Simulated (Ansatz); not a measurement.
H4Sn, triplet, at the geometry of the source list (a higher spin typed on purpose: for a closed-shell molecule this is an excited state) (core potentials on Sn). Base run: B3LYP/def2-TZVP (Ansatz, a quantum-chemistry and plane-wave program).

Input for Ansatz:
Ansatz 0.2 input:
```yaml
crystal:
  periodic: [false, false, false]
  atoms:
    - {symbol: Sn, position_ang: [-0.00040000, -0.00240000, 0.00050000]}
    - {symbol: H, position_ang: [-1.07600000, 1.12680000, -0.50160000]}
    - {symbol: H, position_ang: [0.24570000, -1.08960000, -1.19940000]}
    - {symbol: H, position_ang: [-0.58840000, -0.76120000, 1.32790000]}
    - {symbol: H, position_ang: [1.41910000, 0.72650000, 0.37260000]}
basis:
  gaussian:
    orbitals: def2-TZVP
hamiltonian:
  xc: b3lyp
magnetization: {spin_polarized: true, initial_magnetization: 2}
```

Each row names what was changed in the base input (with any setting that the change needs).

```csv
change,basis functions,E (Eh)
base,74,-216.45443
basis = jorge-DZP-DKH; relativity = none,68,-5967.42150
basis = x2c-SVPall; relativity = none,56,-5893.79202
basis = x2c-SVPall; relativity = spin-free X2C; nucleus = Gaussian,56,-6177.98221
basis = ANO-RCC-VDZP; relativity = spin-free X2C,63,-6178.65423
basis = ANO-RCC-VDZP; relativity = spin-free X2C; nucleus = Gaussian,63,-6178.48696
basis = ANO-RCC-VDZP; relativity = none,63,-5856.35602
basis = jorge-DZP-DKH; relativity = spin-free X2C; nucleus = Gaussian,68,-6173.48967
basis = jorge-DZP-DKH; relativity = spin-free X2C,68,-6173.63222
basis = x2c-SVPall; relativity = spin-free X2C,56,-6178.10791
```

Total energies compare only within one method and basis.

Ansatz warned in this series: the basis is contracted for relativity, which the run leaves out.

Basis sets contracted for a relativistic Hamiltonian are a mismatch without it, so the rows without relativity aren't non-relativistic limits. No row has spin-orbit coupling; sets with core potentials leave out the core electrons.
